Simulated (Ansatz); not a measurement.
Reaction (redistribution): `B[O][AlH][NH2]` + `CBO` → `BBO` + `C[O][AlH][NH2]`

Calculated with Ansatz (gas phase, PBE0-D4/def2-TZVP geometries, no zero-point term in ΔE). CBS: MP2 limit from def2 TZ/QZ plus the TZ coupled-cluster correction, frozen cores. This one scheme is used for every species. One conformer a species, not always the lowest.

```csv
species,CCSD(T)/CBS(def2) energy (Eh)
`B[O][AlH][NH2]`,-399.81950
`CBO`,-141.08489
`BBO`,-127.16606
`C[O][AlH][NH2]`,-413.63070
```

(1) Work out ΔE.

Largest T1 diagnostic among the species: 0.013.

## Answers

(1) ΔE = (-127.16606) + (-413.63070) − (-399.81950) − (-141.08489) = 0.10763 Eh = +282.6 kJ/mol.

At CCSD(T), def2-SVP lies +8.6 kJ/mol from the extrapolated value and def2-TZVPP −1.0 kJ/mol. From PBE to PBE0 (25 % exact exchange), in def2-TZVPP and without D4, ΔE moves by +3.9 kJ/mol.
